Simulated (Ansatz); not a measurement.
What each rung costs, and what it gives

The pair of Cl⁻ (SMILES [Cl-], atom 1) and SnCl4 (SMILES Cl[Sn](Cl)(Cl)Cl, atoms 2–6), both closed shells, in one local arrangement (a lower one may exist), relaxed at PBE0-D4/def2-TZVPD:

Cl1  (0.195, -0.102, -2.353)
Cl2  (-1.762, -1.646, -0.075)
Sn3  (0.000, 0.000, 0.000)
Cl4  (1.290, -1.442, 1.357)
Cl5  (1.762, 1.646, 0.074)
Cl6  (-1.485, 1.545, 0.996)
(Å)

Interaction energies are counterpoise-corrected; the time is that of the whole pair.

Ansatz 0.2.0; basis: as named in each row; cores frozen in the correlated methods. Filled d shells of the heavier atoms are correlated. Core potentials replace the inner electrons of the atoms past krypton. The def2 sets are not built for correlating such inner shells, so the correlated values are less sure here. B3LYP uses VWN-RPA correlation. Extrapolation: Hartree–Fock as exp(−7.88 √X), correlation as X^−2.97.

Times are rough, for one single point on 2 threads of a shared host (AMD EPYC 7R13), with one NVIDIA H100 (or a share of it) where marked.

The estimate by CCSD(T) at an estimated basis limit (MP2 extrapolated from triple and quadruple zeta, plus CCSD(T) − MP2 in triple zeta) is -398.3 kJ/mol.

```tsv
method	basis	time (s)	interaction energy (kJ/mol)	method less estimate
SPW92	def2-SVP	under 1	-402.9	-4.6
PBE-D4	def2-SVP	1	-374.4	23.9
PBE0-D4	def2-SVP	2	-406.9	-8.6
PBE-D4	def2-TZVPPD	6	-358.9	39.4
revPBE-D4	def2-TZVPPD	6	-351.6	46.7
BLYP-D4	def2-TZVPPD	7	-337.0	61.4
wB97M-V	def2-SVP	8	-414.0	-15.7
MP2	def2-QZVPPD	11 (H100)	-404.8	-6.5
CCSD(T)	def2-SVP	12	-375.1	23.2
B3LYP-D4	def2-TZVPPD	13	-365.5	32.8
HSE06-D4	def2-TZVPPD	13	-387.2	11.1
r2SCAN-D4	def2-TZVPPD	14	-383.1	15.3
PBE0-D4	def2-TZVPPD	15	-388.4	9.9
CCSD(T)	def2-TZVPPD	16 (H100)	-378.6	19.7
B97M-V	def2-TZVPPD	18	-380.2	18.1
B2PLYP	def2-TZVPPD	20	-367.3	31.0
wB97X-V	def2-TZVPPD	23	-401.5	-3.1
wB97M-V	def2-TZVPPD	26	-394.1	4.2
```

T1 diagnostic: at most 0.015.
